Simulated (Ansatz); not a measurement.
H3NO2SW (SMILES [NH2][W](=[O])([OH])=[S]) moved off its minimum; all values from Ansatz (a first-principles code), cores frozen in correlated methods. Elements past Kr take the def2 small-core potentials, without spin–orbit coupling.
(charge 0, multiplicity 1)
```xyz
8

W      0.09508     0.12798     0.02083
O      1.28517     1.15179     1.04861
S      0.44419    -1.89652    -0.14294
O     -0.14547     0.93568    -1.64908
H     -0.29836     0.47421    -2.45536
N     -1.61186     0.28633     0.90174
H     -1.85638     0.87268     1.75210
H     -2.38570    -0.62843     0.85188
```

Task: Give the forces (eV/Å), the total energy and the dipole at CCSD(T)/def2-TZVPPD.

Result: 
```
atom      Fx      Fy      Fz
----  ------  ------  ------
W1     2.296   6.160   3.770
O2    -3.018  -3.110  -2.827
S3     0.906  -3.216  -0.299
O4     0.261   0.735   0.038
H5    -0.133  -0.504  -0.939
N6    -3.796  -2.710   1.594
H7     0.503  -0.951  -1.582
H8     2.980   3.596   0.246
```
Energy -671.2397 hartree, dipole 4.28 D.
